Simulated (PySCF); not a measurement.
Atom-mapped SMILES (the numbers label the heavy atoms): `[CH:1]#[C:2][Si@@H:3]([CH:4]=[O:5])[C@@H:6]([CH3:7])[F:8]`. Each H is labelled by its parent atom.

- shielding tensors at PBE0/pcSseg-1 (GIAO)
- structure optimised with GFN2-xTB
- run in PySCF 2.14.0 with density-fitted response routines
- relativity neglected, no solvent model, a single conformation, rapidly exchanging positions averaged

Referencing at the same level of theory: 13C vs TMS.

Task: Do the 13C shifts follow the atomic charges (in e)? Tabulate both.

Result: 
```tsv
atoms	hybridisation	δ (ppm)	σ para (ppm)	Hirshfeld	IAO	Mulliken	ESP-fitted
C4	sp2	242.7	-310	+0.05	+0.01	-0.03	+0.32
C1	sp	108.8	-182	-0.07	-0.17	-0.18	-0.36
C6	sp3	87.4	-149	-0.01	-0.07	-0.12	+0.35
C2	sp	81.6	-156	-0.15	-0.33	-0.21	-0.09
C7	sp3	20.6	-83	-0.13	-0.43	-0.29	-0.46
```

Correlation coefficients of δ with charge over these carbons: Hirshfeld +0.82, IAO +0.82, Mulliken +0.91, ESP-fitted +0.64; with the paramagnetic shielding -1.00. With so few points, grouped by hybridisation, these coefficients are fragile. Charge is one influence among several: hybridisation and low-lying excitations act through the paramagnetic term.

Shifts are as computed. Against solution values, carbons near 30 ppm lie about +3 ppm off and those near 130 ppm about +5 ppm. Of 1309 compounds with measured shifts, 239 miss one by over three times the rms of a fit or turn the order of signals round; such compounds aren't used in these exercises.
